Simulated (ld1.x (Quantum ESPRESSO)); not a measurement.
## An all-electron radial function and its pseudo partner (chlorine (Cl))

Columns: radius, all-electron u(r) and pseudo u(r) of the 3s shell (level -20.58 eV) of chlorine in the configuration [Ne] 3s2 3p5; PW91, non-relativistic, RRKJ scheme, ld1.x (Quantum ESPRESSO) 7.5.

| r (bohr) | all-electron | pseudo |
| --- | --- | --- |
| 0.062 | 0.2187 | 0.0271 |
| 0.125 | -0.0151 | 0.0552 |
| 0.188 | -0.2615 | 0.0847 |
| 0.250 | -0.4023 | 0.1158 |
| 0.312 | -0.4354 | 0.1495 |
| 0.375 | -0.3836 | 0.1873 |
| 0.438 | -0.2752 | 0.2295 |
| 0.500 | -0.1380 | 0.2759 |
| 0.562 | 0.0115 | 0.3277 |
| 0.625 | 0.1628 | 0.3861 |
| 0.688 | 0.3052 | 0.4500 |
| 0.750 | 0.4316 | 0.5171 |
| 0.812 | 0.5419 | 0.5864 |
| 0.875 | 0.6369 | 0.6560 |
| 0.938 | 0.7146 | 0.7210 |
| 1.000 | 0.7753 | 0.7766 |
| 1.062 | 0.8211 | 0.8212 |
| 1.125 | 0.8540 | 0.8540 |
| 1.188 | 0.8743 | 0.8743 |
| 1.250 | 0.8840 | 0.8840 |
| 1.312 | 0.8847 | 0.8847 |
| 1.375 | 0.8778 | 0.8778 |
| 1.438 | 0.8644 | 0.8644 |
| 1.500 | 0.8461 | 0.8461 |
| 1.562 | 0.8239 | 0.8239 |
| 1.625 | 0.7981 | 0.7981 |

(1) How many radial nodes do the two functions have?

(2) At about which radius was the pseudo-wave matched?

(3) Is the pseudo-wave norm-conserving?

Answers

(1) The all-electron 3s function has n − l − 1 = 2; the pseudo-wave has 0, since the states of the same l below it are removed with the core.

(2) 1.15 bohr. The columns agree to 0.0005 from 1.06 bohr on; several derivatives are matched, so the curves merge somewhat inside the radius.

(3) Yes: the RRKJ scheme keeps the norm inside the radius equal to the all-electron one, which fixes the energy derivative of the logarithmic derivative at the level.
